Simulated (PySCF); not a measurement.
C$_{5}$H$_{7}$ (SMILES [CH-]1CC12CC2), charge -1, singlet, geometry from GFN2-xTB (in this run its highest filled SCF level lies above zero, so its values depend strongly on the basis, on diffuse functions most of all). Base run: PySCF with B3LYP/6-31G**.

Here is a job for PySCF.
```python
from pyscf import gto, scf, dft

mol = gto.Mole()
mol.atom = '''
    C    -0.015810    0.126627    0.058519
    C    -0.094457    0.809723    1.367089
    C    -0.020357   -0.717185    1.283719
    C     0.753422   -0.009502   -1.220116
    C    -0.764681    0.032123   -1.222085
    H     0.909698    1.234616    1.647345
    H    -0.922479   -1.296167    1.510828
    H     0.885628   -1.316441    1.478104
    H     1.228673   -0.953789   -1.486837
    H     1.282636    0.849501   -1.628561
    H    -1.290888   -0.885119   -1.485429
    H    -1.241968    0.916680   -1.638206
'''
mol.basis = '6-31g**'
mol.charge = -1
mol.spin = 0
mol.verbose = 3
mol.build()

mf = dft.RKS(mol)
mf.xc = 'b3lyp'
mf.kernel()
```

Variants of this job, named by their change:

| change | ΔE vs base (µEh) | fitting functions |
|---|---|---|
| base | 0.0 | - |
| auxbasis = even-tempered beta=2.0 | -2.5 | 768 |
| auxbasis = cc-pvtz-ri | -384 | 615 |
| auxbasis = cc-pvtz-jkfit | -72.2 | 605 |
| auxbasis = def2-svp-ri | -5973 | 338 |
| auxbasis = def2-tzvp-ri | -226 | 485 |
| auxbasis = cc-pvqz-jkfit | -27.4 | 887 |
| auxbasis = def2-universal-jkfit | -60.4 | 501 |
| exchange = seminumerical (SGX) (with mf = sgx.sgx_fit(mf, auxbasis='def2-universal-jfit'); with mf.with_df.dfj = True) | -249 | 322 |
| auxbasis = default (with mf = mf.density_fit()) | -164 | 511 |

A fitting set is made for a task (jfit for Coulomb, jkfit for Coulomb and exchange, ri for correlation) and for a family of orbital bases.
